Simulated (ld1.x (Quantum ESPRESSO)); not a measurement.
## Transferability test, TM potential for As

```json
{
  "Element": "arsenic (As)",
  "Generator": "ld1.x (Quantum ESPRESSO) 7.5",
  "Type": "norm-conserving Troullier–Martins (Kleinman–Bylander form)",
  "Functional": "PBE",
  "Relativity": "scalar-relativistic",
  "Frozen core": "[Ar] 3d10",
  "Valence charge": "5",
  "Reference configuration": "4s2 4p3",
  "Partial waves": "4s (bound): rc 1.70 bohr; 4p (bound): rc 2.15 bohr; 4d channel at 0.1 Ry: rc 2.25 bohr",
  "Local potential": "the d channel",
  "Core correction": "Bessel-smoothed model core inside 0.75 bohr"
}
```

Energies are relative to the spin-unpolarised reference configuration 4s2 4p3; without spin polarisation the order of configurations can differ from experiment.

```csv
valence configuration,charge,ΔE all-electron (eV),error AE − PS (meV)
4s2 4p2,+1,9.149,-15
4s2 4p1,+2,27.067,-77
4s0 4p5,0,19.056,-51
4s1 4p3,+1,19.256,-51
4s2 4p2.5,+0.5,3.555,-3.4
4s1 4p4,0,9.417,-13
```

**Question.** What are ΔE and the potential's error for 4s2 4p0?

**Answer.** ΔE = 54.770 eV all-electron; the error (AE − PS) is -190 meV.

Levels in the configuration 4s2 4p2:

```csv
level,all-electron (eV),pseudo (eV)
4s,-23.355,-23.410
4p,-13.340,-13.372
```
